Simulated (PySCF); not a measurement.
ZrO2, SMILES [O]=[Zr]=[O], multiplicity 1.

Coordinates come from a PBE-D3(BJ)/def2-TZVP optimisation. The multiplicity is an assumed one; other spin states were not compared. The isomer is the one that the SMILES or the coordinates give; other isomers of the formula were not compared. The def2 effective core potentials stand for the cores of Zr; spin–orbit coupling is left out.

These are PBE-D3(BJ)/def2-TZVP (PySCF) values and carry that method's errors.

Frequencies are harmonic and unscaled.

Computed normal modes with their intensities:
```json
[
 {"mode": "1", "ν (cm⁻¹)": "304", "IR (km/mol)": "6.0", "moving atoms (share of kinetic energy)": "O 87 %, Zr 13 %"},
 {"mode": "2", "ν (cm⁻¹)": "844", "IR (km/mol)": "275.0", "moving atoms (share of kinetic energy)": "O 82 %, Zr 18 %"},
 {"mode": "3", "ν (cm⁻¹)": "910", "IR (km/mol)": "36.5", "moving atoms (share of kinetic energy)": "O 87 %, Zr 13 %"}
]
```
